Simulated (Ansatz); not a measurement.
Pulling on the As1–H2 bond in AsH (multiplicity 3 held). Energies count from the point at 1.536 Å.


R- and RO- levels are restricted; in cc, def2 and unpolarised 6-31G sets they are followed outwards from rest. Unrestricted levels (U-) break spin symmetry where that is lower. Active spaces are followed from rest. Curves can end on different states.

Correlated levels freeze the cores. Filled d and f shells under p-block atoms count as core.

Programs: Ansatz (a first-principles code). Values without a source in brackets are computed.

Task: Estimate the energy at R = 6.142 Å that U-B3LYP/cc-pVTZ returns for this input.

Result: 294 kJ/mol

Task: Predict the energy at R = 6.142 Å from RO-r2SCAN/cc-pVTZ.

Result: 491 kJ/mol

Task: What is the computed energy at R = 6.142 Å (FIC-MRCISD+Q on CASSCF(6,5)/cc-pVTZ)?

Result: 268 kJ/mol

Doubts at one or more of the structures used: a restricted determinant that unrestricted orbitals would lower (RO-r2SCAN/cc-pVTZ); a spin-contaminated determinant (U-B3LYP/cc-pVTZ).
